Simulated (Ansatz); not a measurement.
Ligand exchange: how K changes with temperature for GeH3F + C2H3N ⇌ GeH3(NH2) + C2HF

Gas-phase species: GeH3F (fluorogermane) `[F][GeH3]`, singlet; C2H3N `C#CN`, singlet; GeH3(NH2), singlet; C2HF (fluoroacetylene) `C#CF`, singlet. The partners trade F for NH2: Ge–F and C–NH2 bonds give way to Ge–NH2 and C–F.

The electronic reaction energy at CCSD(T)/def2-TZVPP is +134.2 kJ/mol. Shapes: PBE0-D4/def2-TZVP. Programs: Ansatz 0.2.0. Enthalpy and entropy come from rigid-rotor, harmonic-oscillator sums on unscaled PBE0-D4/def2-TZVP wavenumbers, ideal gases at 1 bar. Symmetry numbers: GeH3F 3, C2H3N 1, GeH3(NH2) 1, C2HF 1. R = 8.3145 J/(mol K).

| T (K) | ΔH (kJ/mol) | ΔS (J/(mol K)) |
| --- | --- | --- |
| 300 | +133.5 | -1.2 |
| 500 | +134.6 | +1.5 |
| 700 | ? | ? |

Q: Work out ln K at 300 and 500 K, and from these estimate it at 700 K.

A: 
1. 300 K: ΔG = +133.5 − 300 × (-1.2)/1000 = +133.9 kJ/mol; ln K = −ΔG/RT = -53.68.
2. 500 K: ΔG = +134.6 − 500 × (+1.5)/1000 = +133.8 kJ/mol; ln K = −ΔG/RT = -32.18.
3. Slope against 1000/T: (-32.18 − (-53.68))/(2.0000 − 3.3333) = -16.12, that is −ΔH/R with ΔH near +134 kJ/mol.
4. 700 K: ln K = -53.68 + (-16.12) × (1.4286 − 3.3333) = -22.98.

The full sums give ΔH = +135.7 kJ/mol, ΔS = +3.3 J/(mol K), ΔG = +133.4 kJ/mol and ln K = -22.92 at 700 K, so the line is off by -0.06 in ln K; without rounding the miss is -0.08, from the change of ΔH with temperature. The reactants are favoured over this whole range. An error of 10 kJ/mol in the energy moves ln K by 1.7 at 700 K. Soft modes are treated as harmonic, which can err either way at these temperatures; the lowest are those of GeH3(NH2) (172 cm⁻¹). Other reactions of these species are left aside. Relativity is left out for Ge. Outer-core shells of Ge are correlated, in sets that cover them unevenly.
